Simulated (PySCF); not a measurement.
C6H14S, quintet, geometry from GFN2-xTB of the parent state (a higher spin typed on purpose: for a closed-shell molecule this is an excited state); MP2/def2-SV(P) (PySCF).

Here is a job for PySCF.
```python
from pyscf import gto, scf, mp

mol = gto.Mole()
mol.atom = '''
    C    -4.27231411    0.31146578   -0.49971612
    C    -2.87333417    0.82335084   -0.81956104
    C    -1.79526299    0.00609202   -0.11170355
    C    -0.39047006    0.51335646   -0.42756318
    C     0.68205977   -0.30864411    0.28369885
    C     2.07610922    0.20295892   -0.03621755
    S     3.32341482   -0.81950689    0.84333532
    H    -4.38037944   -0.72442039   -0.81380716
    H    -5.02454415    0.90601275   -1.01276596
    H    -4.46278088    0.36541094    0.56995850
    H    -2.70863832    0.77961234   -1.89867809
    H    -2.79103017    1.86931681   -0.51507351
    H    -1.87781643   -1.03982318   -0.41606167
    H    -1.96019477    0.04970257    0.96731599
    H    -0.22370169    0.46937227   -1.50673448
    H    -0.30612076    1.55943677   -0.12267275
    H     0.60624953   -1.35514463   -0.02030705
    H     0.52383376   -0.26512387    1.36369914
    H     2.19990703    1.23440026    0.29484733
    H     2.28322793    0.13240834   -1.10435871
    H     4.38662521   -0.16053018    0.38764877
'''
mol.basis = 'def2-sv(p)'
mol.spin = 4
mol.verbose = 4
mol.build()

mf = scf.UHF(mol)
mf.kernel()

pt = mp.MP2(mf)
pt.kernel()
print('E(MP2) = %.10f' % pt.e_tot)
```

### Question
Write the output that PySCF gives for this input, abridged.

### Answer

```
PySCF version 2.14.0

[INPUT] verbose = 4
[INPUT] num. atoms = 21
[INPUT] num. electrons = 66
[INPUT] charge = 0
[INPUT] spin (= nelec alpha-beta = 2S) = 4
[INPUT] symmetry False subgroup None
[INPUT] Mole.unit = angstrom
[INPUT] Symbol           X                Y                Z      unit          X                Y                Z       unit  Magmom
[INPUT]  1 C     -4.272314110000   0.311465780000  -0.499716120000 AA   -8.073503586015   0.588585021374  -0.944326606830 Bohr   0.0
[INPUT]  2 C     -2.873334170000   0.823350840000  -0.819561040000 AA   -5.429814645654   1.555907592031  -1.548745907964 Bohr   0.0
[INPUT]  3 C     -1.795262990000   0.006092020000  -0.111703550000 AA   -3.392555372668   0.011512249345  -0.211089116642 Bohr   0.0
[INPUT]  4 C     -0.390470060000   0.513356460000  -0.427563180000 AA   -0.737881473242   0.970103113676  -0.807977311148 Bohr   0.0
[INPUT]  5 C      0.682059770000  -0.308644110000   0.283698850000 AA    1.288906165884  -0.583252837860   0.536113128354 Bohr   0.0
[INPUT]  6 C      2.076109220000   0.202958920000  -0.036217550000 AA    3.923277830484   0.383536773338  -0.068441250403 Bohr   0.0
[INPUT]  7 S      3.323414820000  -0.819506890000   0.843335320000 AA    6.280343808121  -1.548643579294   1.593672785972 Bohr   0.0
[INPUT]  8 H     -4.380379440000  -0.724420390000  -0.813807160000 AA   -8.277717463276  -1.368956136151  -1.537872650610 Bohr   0.0
[INPUT]  9 H     -5.024544150000   0.906012750000  -1.012765960000 AA   -9.495012344286   1.712115962864  -1.913850292682 Bohr   0.0
[INPUT] 10 H     -4.462780880000   0.365410940000   0.569958500000 AA   -8.433433617145   0.690526599520   1.077065467368 Bohr   0.0
[INPUT] 11 H     -2.708638320000   0.779612340000  -1.898678090000 AA   -5.118584595302   1.473253805931  -3.587981588812 Bohr   0.0
[INPUT] 12 H     -2.791030170000   1.869316810000  -0.515073510000 AA   -5.274282626698   3.532496810946  -0.973347867918 Bohr   0.0
[INPUT] 13 H     -1.877816430000  -1.039823180000  -0.416061670000 AA   -3.548558764908  -1.964981028174  -0.786242607229 Bohr   0.0
[INPUT] 14 H     -1.960194770000   0.049702570000   0.967315990000 AA   -3.704231266105   0.093924244987   1.827962297013 Bohr   0.0
[INPUT] 15 H     -0.223701690000   0.469372270000  -1.506734480000 AA   -0.422734927702   0.886985040765  -2.847315509639 Bohr   0.0
[INPUT] 16 H     -0.306120760000   1.559436770000  -0.122672750000 AA   -0.578484397444   2.946908403876  -0.231817900447 Bohr   0.0
[INPUT] 17 H      0.606249530000  -1.355144630000  -0.020307050000 AA    1.145645574846  -2.560852209875  -0.038374762898 Bohr   0.0
[INPUT] 18 H      0.523833760000  -0.265123870000   1.363699140000 AA    0.989902341201  -0.501011503385   2.577017890905 Bohr   0.0
[INPUT] 19 H      2.199907030000   1.234400260000   0.294847330000 AA    4.157221786205   2.332678419492   0.557180702259 Bohr   0.0
[INPUT] 20 H      2.283227930000   0.132408340000  -1.104358710000 AA    4.314675467658   0.250215499208  -2.086935505178 Bohr   0.0
[INPUT] 21 H      4.386625210000  -0.160530180000   0.387648770000 AA    8.289520258013  -0.303358074927   0.732550007825 Bohr   0.0

nuclear repulsion = 356.169170772597
number of shells = 72
number of NR pGTOs = 236
number of NR cGTOs = 130
basis = def2-sv(p)
ecp = {}

******** <class 'pyscf.scf.uhf.UHF'> ********
method = UHF
initial guess = minao
damping factor = 0
level_shift factor = 0
DIIS = <class 'pyscf.scf.diis.CDIIS'>
diis_start_cycle = 1
diis_space = 8
diis_damp = 0
SCF conv_tol = 1e-09
SCF conv_tol_grad = None
SCF max_cycles = 50
direct_scf = True
direct_scf_tol = 1e-13
number electrons alpha = 35  beta = 31
Set gradient conv threshold to 3.16228e-05
init E= -633.663745793751

cycle= 1 E= -631.806407054487  delta_E= 1.86  |g|= 0.403  |ddm|= 10.6

cycle= 2 E= -631.937818783034  delta_E= -0.131  |g|= 0.196  |ddm|= 2.56

cycle= 3 E= -631.965919759679  delta_E= -0.0281  |g|= 0.0765  |ddm|= 1.04

cycle= 4 E= -631.975805370509  delta_E= -0.00989  |g|= 0.0365  |ddm|= 1.01

cycle= 5 E= -631.978590394536  delta_E= -0.00279  |g|= 0.0195  |ddm|= 0.586

cycle= 6 E= -631.980375257711  delta_E= -0.00178  |g|= 0.0116  |ddm|= 0.706

cycle= 7 E= -631.980934582444  delta_E= -0.000559  |g|= 0.00708  |ddm|= 0.384

cycle= 8 E= -631.981265994607  delta_E= -0.000331  |g|= 0.00475  |ddm|= 0.304

cycle= 9 E= -631.981415123818  delta_E= -0.000149  |g|= 0.00352  |ddm|= 0.154

cycle= 10 E= -631.981530465913  delta_E= -0.000115  |g|= 0.00277  |ddm|= 0.15

cycle= 11 E= -631.981625039916  delta_E= -9.46e-05  |g|= 0.0022  |ddm|= 0.172

cycle= 12 E= -631.981682021236  delta_E= -5.7e-05  |g|= 0.00201  |ddm|= 0.133

cycle= 13 E= -631.981727967823  delta_E= -4.59e-05  |g|= 0.00184  |ddm|= 0.117

cycle= 14 E= -631.981787001507  delta_E= -5.9e-05  |g|= 0.00172  |ddm|= 0.157

cycle= 15 E= -631.981835819234  delta_E= -4.88e-05  |g|= 0.00165  |ddm|= 0.135

cycle= 16 E= -631.981847042953  delta_E= -1.12e-05  |g|= 0.00163  |ddm|= 0.0254

cycle= 17 E= -631.981860098467  delta_E= -1.31e-05  |g|= 0.00166  |ddm|= 0.0279

cycle= 18 E= -631.981821120504  delta_E= 3.9e-05  |g|= 0.00161  |ddm|= 0.0877

cycle= 19 E= -631.98178272375  delta_E= 3.84e-05  |g|= 0.0015  |ddm|= 0.124

cycle= 20 E= -631.981743179296  delta_E= 3.95e-05  |g|= 0.00137  |ddm|= 0.163

cycle= 21 E= -631.9817171978  delta_E= 2.6e-05  |g|= 0.00118  |ddm|= 0.214

cycle= 22 E= -631.981708549736  delta_E= 8.65e-06  |g|= 0.001  |ddm|= 0.162

cycle= 23 E= -631.981711743086  delta_E= -3.19e-06  |g|= 0.000845  |ddm|= 0.157

cycle= 24 E= -631.981711211345  delta_E= 5.32e-07  |g|= 0.0007  |ddm|= 0.114

cycle= 25 E= -631.981710921727  delta_E= 2.9e-07  |g|= 0.00056  |ddm|= 0.155

cycle= 26 E= -631.981713415873  delta_E= -2.49e-06  |g|= 0.000368  |ddm|= 0.13

cycle= 27 E= -631.98171409896  delta_E= -6.83e-07  |g|= 0.000297  |ddm|= 0.0715

cycle= 28 E= -631.981714434423  delta_E= -3.35e-07  |g|= 0.000243  |ddm|= 0.044

cycle= 29 E= -631.981714770917  delta_E= -3.36e-07  |g|= 0.000221  |ddm|= 0.0264

cycle= 30 E= -631.981714738132  delta_E= 3.28e-08  |g|= 0.000194  |ddm|= 0.0171

cycle= 31 E= -631.981714499264  delta_E= 2.39e-07  |g|= 0.000182  |ddm|= 0.0168

cycle= 32 E= -631.981714564851  delta_E= -6.56e-08  |g|= 0.000179  |ddm|= 0.00944

cycle= 33 E= -631.981714501265  delta_E= 6.36e-08  |g|= 0.000175  |ddm|= 0.00501

cycle= 34 E= -631.981714503554  delta_E= -2.29e-09  |g|= 0.000177  |ddm|= 0.00176

cycle= 35 E= -631.98171443866  delta_E= 6.49e-08  |g|= 0.000175  |ddm|= 0.0032

cycle= 36 E= -631.981714198707  delta_E= 2.4e-07  |g|= 0.00017  |ddm|= 0.00632

cycle= 37 E= -631.981713782605  delta_E= 4.16e-07  |g|= 0.000154  |ddm|= 0.0135

cycle= 38 E= -631.981713210158  delta_E= 5.72e-07  |g|= 0.00014  |ddm|= 0.0199

cycle= 39 E= -631.981712456633  delta_E= 7.54e-07  |g|= 0.000101  |ddm|= 0.0405

cycle= 40 E= -631.98171233582  delta_E= 1.21e-07  |g|= 8.13e-05  |ddm|= 0.0175

cycle= 41 E= -631.981712329664  delta_E= 6.16e-09  |g|= 6.13e-05  |ddm|= 0.0142

cycle= 42 E= -631.981712339412  delta_E= -9.75e-09  |g|= 4.31e-05  |ddm|= 0.0145

cycle= 43 E= -631.981712368621  delta_E= -2.92e-08  |g|= 2.99e-05  |ddm|= 0.0083

cycle= 44 E= -631.981712376067  delta_E= -7.45e-09  |g|= 2.11e-05  |ddm|= 0.00629

cycle= 45 E= -631.981712382989  delta_E= -6.92e-09  |g|= 1.51e-05  |ddm|= 0.0035

cycle= 46 E= -631.981712387216  delta_E= -4.23e-09  |g|= 9.44e-06  |ddm|= 0.00229

cycle= 47 E= -631.981712387969  delta_E= -7.53e-10  |g|= 7.39e-06  |ddm|= 0.000693

Extra cycle  E= -631.981712388173  delta_E= -2.03e-10  |g|= 6.83e-06  |ddm|= 0.000125
converged SCF energy = -631.981712388173  <S^2> = 6.0411077  2S+1 = 5.0164161

******** <class 'pyscf.mp.ump2.UMP2'> ********
nocc = (np.int64(35), np.int64(31)), nmo = (130, 130)
E(UMP2) = -632.903779627418  E_corr = -0.922067239245115
E(SCS-UMP2) = -632.886604928224  E_corr = -0.904892540050905
E_corr(same-spin) = -0.232601708126808
E_corr(oppo-spin) = -0.689465531118307
E(MP2) = -632.9037796274
```
